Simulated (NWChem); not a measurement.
System: C3H7FSi; SMILES F[C@H]1CC[SiH2]1

Input file for NWChem:

```
start job
memory heap 200 mb stack 900 mb global 1100 mb
geometry units angstroms noautosym nocenter noautoz
  F      0.307020     2.050747     0.113614
  C     -0.021767     0.788139     0.526026
  C     -1.278886     0.186755    -0.128116
  C     -0.912098    -1.316121    -0.046125
  Si     0.911312    -0.781534    -0.055481
  H     -0.132490     0.795268     1.626850
  H     -2.239819     0.477671     0.328447
  H     -1.299208     0.515076    -1.181080
  H     -1.315163    -1.953417    -0.844479
  H     -1.198934    -1.753136     0.923654
  H      1.461828    -0.628067    -1.435362
  H      1.919943    -1.454588     0.820321
end
basis spherical
  F library 6-311g**
  C library 6-311g**
  Si library 6-311g**
  H library 6-311g**
end
dft
  xc xpbe96 cpbe96
  iterations 150
end
tddft
  cis
  ecut -23.0
  nroots 6
  notriplet
end
task tddft energy
```

Excerpt of the output:

```
             Northwest Computational Chemistry Package (NWChem) 7.3.0
             --------------------------------------------------------

                             Geometry "geometry" -> ""
                             -------------------------

 Output coordinates in angstroms (scale by  1.889725989 to convert to a.u.)

  No.       Tag          Charge          X              Y              Z
 ---- ---------------- ---------- -------------- -------------- --------------
    1 F                    9.0000     0.30702000     2.05074700     0.11361400
    2 C                    6.0000    -0.02176700     0.78813900     0.52602600
    3 C                    6.0000    -1.27888600     0.18675500    -0.12811600
    4 C                    6.0000    -0.91209800    -1.31612100    -0.04612500
    5 Si                  14.0000     0.91131200    -0.78153400    -0.05548100
    6 H                    1.0000    -0.13249000     0.79526800     1.62685000
    7 H                    1.0000    -2.23981900     0.47767100     0.32844700
    8 H                    1.0000    -1.29920800     0.51507600    -1.18108000
    9 H                    1.0000    -1.31516300    -1.95341700    -0.84447900
   10 H                    1.0000    -1.19893400    -1.75313600     0.92365400
   11 H                    1.0000     1.46182800    -0.62806700    -1.43536200
   12 H                    1.0000     1.91994300    -1.45458800     0.82032100

 Effective nuclear repulsion energy (a.u.)     233.1001958969

  pbe96 is a nonlocal functional; adding pw91lda local functional.

                                 NWChem DFT Module
                                 -----------------

 Summary of "ao basis" -> "ao basis" (spherical)
 ------------------------------------------------------------------------------
       Tag                 Description            Shells   Functions and Types
 ---------------- ------------------------------  ------  ---------------------
 F                          6-311g**                 8       18   4s3p1d
 C                          6-311g**                 8       18   4s3p1d
 Si                         6-311g**                12       26   6s5p1d
 H                          6-311g**                 4        6   3s1p

            General Information
            -------------------
          SCF calculation type: DFT
          Wavefunction type:  closed shell.
          No. of atoms     :    12
          No. of electrons :    48
           Alpha electrons :    24
            Beta electrons :    24
          Charge           :     0
          Spin multiplicity:     1
          Use of symmetry is: off; symmetry adaption is: off
          Maximum number of iterations: 150
          AO basis - number of functions:   140
                     number of shells:    72
          Convergence on energy requested:  1.00D-06
          Convergence on density requested:  1.00D-05
          Convergence on gradient requested:  5.00D-04

              XC Information
              --------------
          PerdewBurkeErnzerhof Exchange Functional  1.000
            Perdew 1991 LDA Correlation Functional  1.000 local
           PerdewBurkeErnz. Correlation Functional  1.000 non-local

             Grid Information
             ----------------
          Grid used for XC integration:  medium
          Radial quadrature: Mura-Knowles
          Angular quadrature: Lebedev.
          Tag              B.-S. Rad. Rad. Pts. Rad. Cut. Ang. Pts.
          ---              ---------- --------- --------- ---------
          F                   0.50       49          11.0       434
          C                   0.70       49          11.0       434
          Si                  1.10       88          11.0       590
          H                   0.35       45          12.0       434
          Grid pruning is: on
          Number of quadrature shells:   599
          Spatial weights used:  Erf1

      Superposition of Atomic Density Guess
      -------------------------------------

 Sum of atomic energies:        -504.74619306

      Non-variational initial energy
      ------------------------------

 Total energy =    -507.487530
 1-e energy   =   -1158.032572
 2-e energy   =     417.444847
 HOMO         =      -0.302257
 LUMO         =       0.032917

[...]

                                NWChem TDDFT Module
                                -------------------

            General Information
            -------------------
           No. of orbitals :     280
            Alpha orbitals :     140
             Beta orbitals :     140
        Alpha frozen cores :       0
         Beta frozen cores :       0
     Alpha frozen virtuals :       0
      Beta frozen virtuals :       0
         Spin multiplicity :       1
    Number of AO functions :     140
        Use of symmetry is : off
      Symmetry adaption is : off
         Schwarz screening :  0.10D-07

              XC Information
              --------------
   PerdewBurkeErnzerhof Exchange Functional   1.00
     Perdew 1991 LDA Correlation Functional   1.00 local
    PerdewBurkeErnz. Correlation Functional   1.00 non-local

             TDDFT Information
             -----------------
          Calculation type : Tamm-Dancoff TDDFT
         Wavefunction type : Restricted singlets
          No. of electrons :      48
           Alpha electrons :      24
            Beta electrons :      24
              No. of roots :       6
          Max subspacesize :    5200
            Max iterations :     100
               Target root :       1
           Target symmetry : none
             Energy Cutoff :-0.23D+02
      Symmetry restriction : off
                 Algorithm : Optimal
        Davidson threshold :  0.10D-03

    6 smallest eigenvalue differences (eV)
--------------------------------------------------------
  No. Spin  Occ  Vir  Irrep   E(Occ)    E(Vir)   E(Diff)
--------------------------------------------------------
    1    1    2   25 a       -24.222    -0.023   658.499
    2    1    2   26 a       -24.222     0.009   659.370
    3    1    2   27 a       -24.222     0.012   659.444
    4    1    2   28 a       -24.222     0.042   660.267
    5    1    2   29 a       -24.222     0.053   660.579
    6    1    2   30 a       -24.222     0.056   660.649
--------------------------------------------------------

  Entering Davidson iterations
  Restricted singlet excited states

  Iter   NTrls   NConv    DeltaV     DeltaE      Time
  ----  ------  ------  ---------  ---------  ---------
    1      6       0     0.74E-01   0.10+100        6.5
    2     12       3     0.33E-03   0.11E-02        6.5
    3     15       6     0.53E-04   0.65E-08        4.9
  ----  ------  ------  ---------  ---------  ---------
  Convergence criterion met

  Ground state a        -507.485564247630 a.u.

  ----------------------------------------------------------------------------
  Root   1 singlet a             24.199817453 a.u.              658.5108 eV
  ----------------------------------------------------------------------------
     Transition Moments    X -0.00195   Y -0.00005   Z  0.00193
     Dipole Oscillator Strength                    0.0001216393
     Electric Quadrupole                           0.0000079682
     Magnetic Dipole                               0.0000150953
     Total Oscillator Strength                     0.0001447028

     Occ.    2  a   ---  Virt.   25  a        0.99955
  ----------------------------------------------------------------------------
  Root   2 singlet a             24.231842818 a.u.              659.3823 eV
  ----------------------------------------------------------------------------
     Transition Moments    X  0.00197   Y -0.00238   Z  0.00514
     Dipole Oscillator Strength                    0.0005810601
     Electric Quadrupole                           0.0000441045
     Magnetic Dipole                               0.0000657603
     Total Oscillator Strength                     0.0006909249

     Occ.    2  a   ---  Virt.   26  a        0.98375
     Occ.    2  a   ---  Virt.   27  a        0.17922
  ----------------------------------------------------------------------------
  Root   3 singlet a             24.238203347 a.u.              659.5554 eV
  ----------------------------------------------------------------------------
     Transition Moments    X  0.00004   Y -0.01525   Z  0.00451
     Dipole Oscillator Strength                    0.0040867410
     Electric Quadrupole                           0.0003758055
     Magnetic Dipole                               0.0000720715
     Total Oscillator Strength                     0.0045346180

     Occ.    2  a   ---  Virt.   26  a        0.17803
     Occ.    2  a   ---  Virt.   27  a       -0.98020
     Occ.    2  a   ---  Virt.   34  a       -0.05770
  ----------------------------------------------------------------------------
  Root   4 singlet a             24.264673774 a.u.              660.2756 eV
  ----------------------------------------------------------------------------
     Transition Moments    X  0.00564   Y -0.00146   Z -0.00057
     Dipole Oscillator Strength                    0.0005548341
     Electric Quadrupole                           0.0000401664
     Magnetic Dipole                               0.0000663670
     Total Oscillator Strength                     0.0006613675

     Occ.    2  a   ---  Virt.   28  a       -0.99978
  ----------------------------------------------------------------------------
  Root   5 singlet a             24.276047646 a.u.              660.5851 eV
  ----------------------------------------------------------------------------
     Transition Moments    X  0.00269   Y -0.00345   Z  0.00204
     Dipole Oscillator Strength                    0.0003767341
     Electric Quadrupole                           0.0000362008
     Magnetic Dipole                               0.0000325404
     Total Oscillator Strength                     0.0004454753

[...]
```

Level: PBE/6-311G** (spherical d), restricted-window TDA. Structure relaxed at the PBE0/def2-SVP level. No frequency run checked for a minimum. The quadrupole and magnetic terms of the printed total strengths depend on the origin.
